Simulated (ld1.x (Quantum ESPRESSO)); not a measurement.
# O: what ld1.x (Quantum ESPRESSO) 7.5 does with a changed input

Command:

```bash
ld1.x < O.in > O.out
```

Input:

```
&input
   title='O', zed=8., rel=0, dft='PBE', iswitch=3,
   config='[He] 2s2 2p4 3d-2',
   nld=3, rlderiv=2.05, eminld=-4.0, emaxld=5.0, deld=0.02
 /
 &inputp
   pseudotype=3, zval=7.5, tm=.true., lloc=-2, rcloc=0.90,
   nlcc=.true., rcore=0.65,
   file_pseudopw='O.UPF', file_wfcaegen='ae.wfc', file_wfcncgen='nc.wfc', file_beta='beta', file_chi='chi', file_wfcusgen='us.wfc'
 /
6
2S  1  0   2.00   0.00  0.65  0.85  0.0
2S  1  0   0.00  -1.15  0.65  0.85  0.0
2P  2  1   4.00   0.00  1.75  1.90  0.0
2P  2  1   0.00  -0.25  1.75  1.90  0.0
3D  3  2  -2.00   0.40  1.55  1.80  0.0
3D  3  2  -2.00   0.90  1.55  1.80  0.0
 &test
   configts(1)='2s2 2p4'
 /
```

Output:

```
Program LD1 v.7.5

 %%%%%%%%%%%%%%%%%%%%%%%%%%%%%%%%%%%%%%%%%%%%%%%%%%%%%%%%%%%%%%%%%%%%%%%%%%%%%%
     Error in routine ld1_readin (1):
     supplied (  7.50) and calculated (  6.00) valence charge do not match
 %%%%%%%%%%%%%%%%%%%%%%%%%%%%%%%%%%%%%%%%%%%%%%%%%%%%%%%%%%%%%%%%%%%%%%%%%%%%%%

     stopping ...
```

**Question.** This input was made by a single change from one that runs to its end. What was changed?

**Answer.** The change: valence charge typed as zval=7.5. The program refuses the input: "ld1_readin: supplied (  7.50) and calculated (  6.00) valence charge do not match".
